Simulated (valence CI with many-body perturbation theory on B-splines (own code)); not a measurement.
# Pb42+ in three bases

Calculated by valence CI with perturbative core correlation (CI+MBPT): four valence electrons over a frozen Dirac-Fock core [Kr], radial functions for each j: 7 s, 7 p, 8 d, 6 f, 4 g, 1 h, with the one-electron correlation potential Σ1 (screened to all orders), the two-electron term Σ2, the three-electron term Σ3, Breit, model QED; selected single and double excitations, second order for the rest, scaled by the run's own slope (own B-spline code, finite nucleus).

The last digits are not significant, and no measured levels were compared; by estimate large intervals hold to a few tenths of a per cent, small ones and those within an open d or f shell to about a per cent. Only levels of the ground parity were solved; by the run's estimate the other parity begins above the list, which can be wrong where configurations are misplaced.

The reference run has the lowest level (4d3/2^4) J=0 and an ionisation energy of 2102.39 eV. Its largest variational space holds 18594 state functions.

Levels are named by their leading jj configuration (3d3/2^4 stands for four electrons in 3d with j = 3/2), which in mixed levels can hold well under half, so a name can repeat and another be missing. Letters in brackets count levels of one name in rising energy.

Changed runs:
A. basis 6 s, 6 p, 5 d, 5 f, 1 g
B. basis 5 s, 5 p, 4 d, 4 f

Excitation energies of the reference run in cm⁻¹, and shifts in cm⁻¹:

| Level | Reference | A | B |
| --- | --- | --- | --- |
| (4d3/2^3 4d5/2) J=1 | 221197 | -247 | -519 |
| (4d3/2^3 4d5/2) J=4 | 267762 | -30 | +248 |
| (4d3/2^3 4d5/2) J=2 | 275279 | -131 | +238 |
| (4d3/2^3 4d5/2) J=3 | 287169 | -85 | +399 |
| (4d3/2^2 4d5/2^2) J=0 [a] | 474977 | -262 | -588 |
| (4d3/2^2 4d5/2^2) J=2 [a] | 476815 | -266 | -215 |
| (4d3/2^2 4d5/2^2) J=4 [a] | 487757 | -248 | -282 |
| (4d3/2^2 4d5/2^2) J=3 [a] | 492158 | -289 | -221 |
| (4d3/2^2 4d5/2^2) J=5 | 509329 | -149 | +173 |
| (4d3/2^2 4d5/2^2) J=6 | 522636 | -65 | +428 |
| (4d3/2^2 4d5/2^2) J=1 | 523606 | -154 | +370 |
| (4d3/2^2 4d5/2^2) J=3 [b] | 536215 | -94 | +676 |
| Ionisation energy (eV) | 2102.39 | -0.07 | -0.15 |
